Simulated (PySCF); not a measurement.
`C[Si@@H](N[SiH3])C(F)(F)F`. Structure optimised with GFN2-xTB, isolated species.

```
atom  x, y, z in Å
C1    -0.2276   -1.9180    0.3204
Si2   -0.3940   -0.1204    0.8767
N3     0.6398    0.9363    0.0006
Si4    2.3845    0.9455   -0.0734
C5    -2.1753    0.4740    0.3703
F6    -2.5209    0.1468   -0.8922
F7    -3.1370   -0.0438    1.1615
F8    -2.3168    1.8170    0.4490
H9    -0.3584   -2.0098   -0.7555
H10   -0.9643   -2.5575    0.7989
H11    0.7557   -2.3040    0.5676
H12   -0.3610    0.0518    2.3333
H13    0.2117    1.7806   -0.3494
H14    2.7335    1.4377   -1.4048
H15    2.7913   -0.4391    0.1456
H16    2.9313    1.8115    0.9748
```

Problem. What is the longest distance between nuclei?

Solution. F7···H14, 6.58 Å; the next longest distance is 6.35 Å.

Problem. Work out the bond lengths C1–H9, C1–H11, Si2–N3, Si2–H12, N3–H13, Si4–H15, C5–F7 in Å.

Solution. For C1–H9 the difference vector is (-0.1308, -0.0918, -1.0759) Å, of length 1.0877 Å. C1–H9 1.088; C1–H11 1.085; Si2–N3 1.718; Si2–H12 1.467; N3–H13 1.009; Si4–H15 1.460; C5–F7 1.349 Å.

Problem. How far are the heavy atoms from their best plane (unweighted least squares)?

Solution. 0.566 Å rms; C1 0.12, Si2 0.60, N3 0.09, Si4 0.03, C5 0.02, F6 1.29, F7 0.68, F8 0.23 Å (magnitudes).

Problem. Where is the centre of mass (commonest isotopes), and what is the radius of gyration?

Solution. Mass 159.015 u; centre at (-0.679, 0.334, 0.294) Å; Rg = √(Σ m r²/M) = 2.256 Å. As Ia + Ib + Ic = 2 Σ m r², the three principal moments sum to 1618.3 u·Å².

Problem. What are the angles Si2–C1–H11, C1–Si2–C5, Si2–N3–H13, Si2–N3–Si4, H14–Si4–H15, F7–C5–F8?

Solution. From the scalar product of the two bond vectors; for Si2–C1–H11 it is -0.7200 Å² over 1.8891 × 1.0849 Å², cos θ = -0.3513. Si2–C1–H11 110.6°; C1–Si2–C5 107.1°; Si2–N3–H13 115.9°; Si2–N3–Si4 128.7°; H14–Si4–H15 112.9°; F7–C5–F8 105.8°.

Problem. What is the repulsion energy of the bare nuclei, Σ ZA·ZB/RAB?

Solution. 580.67 Eh over 120 pairs, with full nuclear charges and distances in bohr; the largest single term is 33.20 Eh (Si2 with Si4).

Problem. How far apart are these pairs, which share no bond: Si2···H10, N3···H14, N3···H16, F6···H9, H10···H14, H11···H16, H12···H15?

Solution. Si2···H10 2.504 Å (2 bonds apart); N3···H14 2.571 Å (2 bonds apart); N3···H16 2.639 Å (2 bonds apart); F6···H9 3.057 Å (4 bonds apart); H10···H14 5.873 Å (5 bonds apart); H11···H16 4.673 Å (5 bonds apart); H12···H15 3.868 Å (4 bonds apart).

Problem. Write the matrix of distances between heavy atoms (Å, lower triangle).

Solution. 
```
C1    0.000
Si2   1.889  0.000
N3    3.000  1.718  0.000
Si4   3.896  3.124  1.746  0.000
C5    3.085  1.945  2.877  4.606  0.000
F6    3.316  2.779  3.378  5.037  1.349  0.000
F7    3.562  2.759  4.071  5.744  1.349  2.153  0.000
F8    4.282  2.763  3.117  4.810  1.353  2.152  2.155  0.000
```

Stationary, but not proved a minimum. One conformer, not necessarily the lowest.

All values are computed, not measured.
